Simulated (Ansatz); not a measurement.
Reaction (ligand exchange at a B–N bond): `CBN(C)[SiH3]` + `C[SiH2]N` → `CBN[SiH2]C` + `CN[SiH3]`

Computed with Ansatz on PBE0-D4/def2-TZVP structures; ΔE is electronic, products minus reactants. CBS: MP2 limit from def2 TZ/QZ plus the TZ coupled-cluster correction, frozen cores. DFT in def2-TZVPP. B3LYP here is the variant with VWN-RPA as its local correlation; programs differ in this. HSE06 is defined as in plane-wave codes. One conformer a species, not always the lowest.

```tsv
level	ΔE (kcal/mol)	difference from CCSD(T)/CBS
PBE-D4	0.1	-0.3
BLYP-D4	-0.2	-0.6
r2SCANh-D4	-0.2	-0.6
HSE06-D4	-0.2	-0.6
B2PLYP	0.0	-0.4
r2SCAN	-0.1	-0.5
B3LYP	-0.5	-0.9
HSE06	-0.2	-0.6
RPA@PBE/def2-TZVPP	0.2	-0.2
CCSD/def2-SVP	-1.2	-1.6
MP2/def2-TZVPP	0.7	0.3
SCS-MP2/def2-TZVPP	0.2	-0.2
HF/def2-QZVPP	-1.8	-2.2
HF/CBS(def2)	-1.8	-2.2
MP2/CBS(def2)	0.7	0.3
CCSD/CBS(def2)	0.0	-0.4
CCSD(T)/CBS	0.4	0
```

Largest T1 diagnostic among the species: 0.012.

Leaving LDA and LC-ωPBE aside and taking each functional with its dispersion term where it has one, the values, not all of them listed here, spread over 0.9 kcal/mol, from BHLYP-D4 to PBE-QIDH. LDA lies +1.0 kcal/mol from PBE without D4. In def2-TZVPP, CCSD(T) changes the Hartree–Fock value by +2.3 kcal/mol (the triples alone add +0.4 kcal/mol) and MP2 by +2.6 kcal/mol.

CCSD(T)/CBS has its own doubt, a few kJ/mol and more with outer-core shells, so smaller differences from it don't rank the levels.
